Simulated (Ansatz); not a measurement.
`CO[SiH](F)C#N` + CH₄ → `C[SiH](F)C#N` + CH₃OH at 298.15 K and 1 bar (formal exchange of groups at the Si–O bond).

Computed with Ansatz on PBE0-D4/def2-TZVP structures; ΔE is electronic, products minus reactants. CCSD(T)/CBS adds triple-zeta CCSD(T) − MP2 to the extrapolated MP2 energy (def2 sets, frozen cores). This one scheme is used for every species. Each species was taken in one conformer, which may not be the lowest.

| species | CCSD(T)/CBS energy (Eh) | H − E (kJ/mol) | S (J/(mol·K)) |
| --- | --- | --- | --- |
| `CO[SiH](F)C#N` | -597.35672 | 189.4 | 365.3 |
| CH₄ | -40.46206 | 127.4 | 186.2 |
| `C[SiH](F)C#N` | -522.15876 | 169.6 | 333.3 |
| CH₃OH | -115.61712 | 146.3 | 238.2 |

H − E and S are ideal-gas, rigid-rotor, harmonic terms from PBE0-D4/def2-TZVP, for one conformer and one mirror image of each species. 1 Eh = 2625.50 kJ/mol, R = 8.31446 J/(mol·K).

Q: By hand: ΔE, ΔH, ΔS and ΔG.

A: ΔE = (-522.15876) + (-115.61712) − (-597.35672) − (-40.46206) = 0.04290 Eh = 112.6 kJ/mol. Δ(H − E) = 169.6 + 146.3 − 189.4 − 127.4 = -0.9, so ΔH = 111.7 kJ/mol. ΔS = 333.3 + 238.2 − 365.3 − 186.2 = 20.0 J/(mol·K). ΔG = 111.7 − 298.15 × (20.0)/1000 = 105.7 kJ/mol.

Q: By hand: the equilibrium constant, and the temperature at which ΔG would vanish if ΔH and ΔS stayed fixed.

A: log₁₀ K = −ΔG/(RT ln 10) = -18.5. ΔG = 0 at ΔH/ΔS = 5585 K, far beyond where these terms or the molecules hold.

ΔH outweighs TΔS. A doubt of 5 kJ/mol in ΔE shifts log₁₀ K by 0.9 here. Other conformers and mirror images would add mixing entropy, several J/(mol·K) or more a flexible species. These are equilibria of isolated gas molecules and say nothing of rates. Largest T1 diagnostic: 0.013 (customary marks: 0.02 for closed shells, 0.045 for open ones).
